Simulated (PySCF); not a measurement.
Computed shifts of a molecule C4H7BF2, PBE0/pcSseg-1 run with PySCF, GIAO, gas phase, atoms alike by connectivity averaged where their shifts nearly agree, in ppm (number of nuclei): ¹³C: 187.7 (1), 109.6 (1), 25.5 (1), 8.3 (1). ¹⁹F: -40.8 (1), -52.9 (1). ¹H: 5.16 (1), 2.32 (3), 0.80 (3). References: ¹³C against TMS (σ = 186.3 ppm); ¹¹B against BF3 (σ = 88.8 ppm); ¹⁹F against CFCl3 (σ = 167.2 ppm); ¹H against TMS (σ = 31.56 ppm), references at their B3LYP-D3(BJ)/def2-TZVP geometries, non-relativistic. Coordinates come from a B3LYP-D3(BJ)/def2-SVP optimisation. The values are those of a single conformer.

Question: Which structure fits?
A) C=C(C)CB(F)F
B) CB(F)/C=C(/C)F
C) CCB(F)/C=C\F
D) FB(F)CC1CC1

Answer: B, CB(F)/C=C(/C)F
